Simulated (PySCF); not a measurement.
Mg(OSiH3)2 (H₆MgO₂Si₂), SMILES [SiH3][O][Mg][O][SiH3].

Geometry: PBE0-D3(BJ)/def2-SVP. The structure was generated by enumeration; whether it is a known compound was not checked. The values are those of a single conformer.

Method: PBE/def2-TZVP run with PySCF.

Gas-phase values at a fixed geometry.

Q: Estimate the frontier levels, gap, dipole moment and polarisability. (Estimate from the structure and the level; the computed values follow.)

A: 
```
Property                                                                                                       Result
---------------------------------------------------------------------------------------------  ----------------------
highest occupied level                                                                                       -6.78 eV
lowest empty level                                                                                           -2.42 eV
orbital gap                                                                                                   4.36 eV
dipole moment                                                                                                  0.00 D
quadrupole, principal values (traceless, Buckingham form, about the centre of nuclear charge)  -18.42, 9.21, 9.21 D·Å
mean static polarisability                                                                      80.4 bohr³ (11.91 Å³)
polarisability, principal values                                                               71.6, 71.6, 97.9 bohr³
```
